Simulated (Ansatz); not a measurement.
`N[SiH2][NH][InH2]`. The species carries charge 0 and has multiplicity 1. In takes the def2 core potential. The geometry is a stationary point of PBE0-D4/def2-TZVP. It is one conformer, not always the lowest.

```xyz
11

N    -0.692    0.893   -0.425
Si    0.952    0.826    0.313
N     1.010   -0.823    0.568
In   -0.861   -1.482   -0.190
H    -1.383    1.411    0.103
H    -0.723    1.222   -1.382
H     1.892    1.430   -0.678
H     0.932    1.732    1.501
H     1.760   -1.351    0.977
H    -0.813   -2.112   -1.793
H    -2.074   -1.746    1.006
```

**Question.** What is the dipole moment at B3LYP/def2-TZVPP? (An estimate is asked.)

**Answer.** Ansatz gave: 1.87 D, with components (-0.41, 1.77, -0.41) D in this frame, pointing from negative to positive charge.

**Question.** And with PBE, r2SCAN, ωB97M-V? (Estimate.)

**Answer.** Computed: PBE 1.83 D, r2SCAN 1.85 D, ωB97M-V 1.84 D.

**Question.** Give the Mulliken charges with B3LYP, ωB97M-V, PBE in def2-TZVPP. (An estimate is asked.)

**Answer.** Ansatz gave: 
```tsv
atom	B3LYP	ωB97M-V	PBE
N1	-0.42	-0.42	-0.39
Si2	0.47	0.42	0.37
N3	-0.52	-0.53	-0.46
In4	0.61	0.54	0.53
H5	0.16	0.15	0.17
H6	0.16	0.15	0.17
H7	-0.11	-0.07	-0.10
H8	-0.11	-0.07	-0.10
H9	0.10	0.08	0.11
H10	-0.18	-0.13	-0.16
H11	-0.17	-0.13	-0.16
```

B3LYP here is the variant with VWN-RPA as its local correlation; programs differ in this.
